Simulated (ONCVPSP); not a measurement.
## Transferability test, ONCV potential for S (Z = 16)

| Property | Result |
| --- | --- |
| Element | S (Z = 16) |
| Generator | ONCVPSP 4.0.1 |
| Type | optimised norm-conserving Vanderbilt (ONCV) |
| Functional | LDA (Perdew-Zunger) |
| Relativity | fully relativistic |
| Frozen core | [He] |
| Valence charge | 14 |
| Reference configuration | 2s2 2p6 3s2 3p4 |
| Partial waves | 2s+3s: rc 0.95 bohr, ncon 4, nbas 8, qcut 16.3 1/bohr, 2 projectors; 2p+3p: rc 0.85 bohr, ncon 4, nbas 7, qcut 14.4 1/bohr, 3 projectors, debl 3.8 Ha; d scattering state at 0.19 Ha: rc 1.00 bohr, ncon 4, nbas 8, qcut 8.3 1/bohr, 1 projector |
| Local potential | polynomial inside 0.75 bohr (lpopt 5, dvloc0 0 Ha) |
| Core correction | Teter function, fcfact 5.75, rcfact 1.3 |

Open shells are filled in proportion to 2j + 1.

Energies are relative to the spin-unpolarised reference configuration 2s2 2p6 3s2 3p4; without spin polarisation the order of configurations can differ from experiment.

```tsv
valence configuration	charge	ΔE all-electron (eV)	error AE − PS (meV)
2s2 2p6 3s2 3p2	+2	34.236	+5.9
2s2 2p6 3s2 3p1	+3	68.394	+17
2s1 2p6 3s2 3p4	+1	226.441	-699
```

**Question.** What are ΔE and the potential's error for 2s2 2p6 3s2 3p3?

**Answer.** ΔE = 11.863 eV all-electron; the error (AE − PS) is +1.5 meV.

Levels in the configuration 2s2 2p6 3s2 3p1:

```
   level  all-electron (eV)  pseudo (eV)
2s j=1/2           -252.399     -252.371
2p j=3/2           -197.864     -197.649
2p j=1/2           -199.133     -198.915
3s j=1/2            -52.281      -52.278
3p j=3/2            -40.370      -40.354
3p j=1/2            -40.506      -40.488
```
